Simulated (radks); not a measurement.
The numbers below are computed, except where a source is named.
The table gives one normalised radial function P(r) = r R(r) (large component) of Pr+ in [Xe] 4f2 6s1 6p1 (r in bohr). Code: a radial shooting solver on a logarithmic mesh with Libxc functionals. Model: Dirac Kohn-Sham, PBE, spin-unpolarised, spherical densities, finite nucleus; open shells fill j = l - 1/2 first; Fermi nuclear charge, rms radius 4.8919 fm.

r	P
0.003425	0.0938
0.00402	0.1040
0.004679	0.1140
0.005491	0.1244
0.006393	0.1337
0.007442	0.1419
0.008734	0.1486
0.01017	0.1521
0.01184	0.1517
0.01389	0.1457
0.01617	0.1334
0.01898	0.1120
0.02209	0.0826
0.02572	0.0438
0.03018	-0.0065
0.03513	-0.0615
0.04123	-0.1226
0.048	-0.1775
0.05588	-0.2211
0.06557	-0.2442
0.07634	-0.2342
0.08887	-0.1859
0.1043	-0.0919
0.1214	0.0305
0.1425	0.1728
0.1659	0.2901
0.1931	0.3544
0.2266	0.3313
0.2638	0.2097
0.3071	0.0062
0.3604	-0.2443
0.4195	-0.4433
0.4923	-0.5313
0.5732	-0.4505
0.6673	-0.2111
0.783	0.1534
0.9116	0.5161
1.07	0.8171
1.245	0.9649
1.45	0.9614
1.701	0.8230
1.981	0.6208
2.306	0.4113
2.706	0.2308
3.15	0.1153
3.697	0.0471
4.303	0.0168
5.01	0.0049
5.879	0.0010
6.844	0.0002
7.968	0.0000
9.35	0.0000
10.89	0.0000
12.77	0.0000
14.87	0.0000

Which n and l does it have? It may be an empty orbital.

Answer. n = 5, l = 0: the number of nodes gives n - l - 1 = 4, the rise at small r points to l (this Dirac orbital starts outside the nucleus as r^gamma with gamma = sqrt((l + 1)^2 - (Z/c)^2) = 0.90; the j = 1/2 orbital of l + 1 starts with the same power, but with a smaller coefficient, and then steepens), and the extent must fit the shell. The curve is that of 5s1/2. 5s1/2: eigenvalue -51.265 eV, 4 radial nodes at r = 0.0296, 0.117, 0.308, 0.735 bohr, <r> = 1.47 bohr, 90 % of the charge inside 2.11 bohr.
